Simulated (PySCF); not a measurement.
Zero-point energy (kcal/mol) of eight halogen compounds: PBE-D3(BJ) beside B3LYP-D3(BJ), computed with PySCF for isolated molecules in the bases named; differences from unrounded values. The eight are the first of their class met in an unordered collection, after screening for sound electronic states; none was chosen by its value. Each level has its own optimised geometry.

```json
[
 {"molecule": "trans-(1R,2R)-1-chloro-2-fluorocyclobutane (C₄H₆ClF), SMILES F[C@@H]1CC[C@H]1Cl", "basis": "def2-SVP", "B3LYP-D3(BJ)": "58.95", "PBE-D3(BJ)": "57.35", "difference": "-1.60"},
 {"molecule": "C₄H₄Cl₂, SMILES C=CC=C(Cl)Cl", "basis": "def2-SVP", "B3LYP-D3(BJ)": "42.05", "PBE-D3(BJ)": "40.89", "difference": "-1.16"},
 {"molecule": "C₄H₄F₂, SMILES FC(=C)/C=C\\F", "basis": "def2-SVP", "B3LYP-D3(BJ)": "44.11", "PBE-D3(BJ)": "42.85", "difference": "-1.27"},
 {"molecule": "C₂H₃BrCl₂, SMILES ClC(Br)(C)Cl", "basis": "def2-SVP", "B3LYP-D3(BJ)": "29.20", "PBE-D3(BJ)": "28.39", "difference": "-0.82"},
 {"molecule": "3-bromo-1,1-difluoropropa-1,2-diene (C₃HBrF₂), SMILES C(=CBr)=C(F)F", "basis": "def2-SVP", "B3LYP-D3(BJ)": "20.16", "PBE-D3(BJ)": "19.52", "difference": "-0.64"},
 {"molecule": "C₅H₅F, SMILES C=CC=C=CF", "basis": "def2-SVP", "B3LYP-D3(BJ)": "51.58", "PBE-D3(BJ)": "50.11", "difference": "-1.47"},
 {"molecule": "(1E)-1-bromobuta-1,3-diene (C4H5Br), SMILES C=C/C=C/Br", "basis": "def2-SVP", "B3LYP-D3(BJ)": "47.35", "PBE-D3(BJ)": "46.07", "difference": "-1.29"},
 {"molecule": "C5H5F, SMILES FC1=CC=CC1", "basis": "def2-SVP", "B3LYP-D3(BJ)": "53.16", "PBE-D3(BJ)": "51.72", "difference": "-1.44"}
]
```

PBE-D3(BJ) lies below B3LYP-D3(BJ) in 8 and above it in 0 of the eight; the mean signed difference is -1.21 and the largest -1.60 kcal/mol.
